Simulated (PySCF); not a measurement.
**One molecule, a ladder of functionals, a line**

Molecule: SMILES Clc1ccncc1, C5H4ClN.

Geometry:
```json
{"atom": "Cl1", "x (Å)": "-0.439", "y (Å)": "2.781", "z (Å)": "0.143"}
{"atom": "C2", "x (Å)": "-0.167", "y (Å)": "1.080", "z (Å)": "0.044"}
{"atom": "C3", "x (Å)": "-1.243", "y (Å)": "0.199", "z (Å)": "-0.019"}
{"atom": "C4", "x (Å)": "-0.959", "y (Å)": "-1.164", "z (Å)": "-0.097"}
{"atom": "N5", "x (Å)": "0.272", "y (Å)": "-1.666", "z (Å)": "-0.114"}
{"atom": "C6", "x (Å)": "1.286", "y (Å)": "-0.808", "z (Å)": "-0.053"}
{"atom": "C7", "x (Å)": "1.132", "y (Å)": "0.576", "z (Å)": "0.027"}
{"atom": "H8", "x (Å)": "-2.270", "y (Å)": "0.567", "z (Å)": "-0.008"}
{"atom": "H9", "x (Å)": "-1.784", "y (Å)": "-1.884", "z (Å)": "-0.147"}
{"atom": "H10", "x (Å)": "2.295", "y (Å)": "-1.237", "z (Å)": "-0.069"}
{"atom": "H11", "x (Å)": "1.993", "y (Å)": "1.243", "z (Å)": "0.074"}
```

GIAO shieldings (ppm, equivalent atoms averaged) in PySCF 2.14.0 with density-fitted response routines on the PBE0-D3(BJ)/def2-SVP geometry, basis pcSseg-1, gas phase, non-relativistic:

```tsv
functional	exact exchange (%)	σ(Cl1)
BP86	0	652.0
PBE	0	651.6
B3LYP	20	675.0
PBE0	25	693.0
BHandHLYP	50	718.5
```

(1) Fit each shielding as a line in the percentage of exact exchange.

(2) What does the line predict for mPW1PW91 (25 %), and what does the run give?

Answers

(1) σ(Cl1) = 652.2 + 1.36 x (rms 3.7 ppm). The functionals also differ in their semilocal parts, which the line can't hold.

(2) σ(Cl1): 686.2 predicted, 691.4 computed ppm.
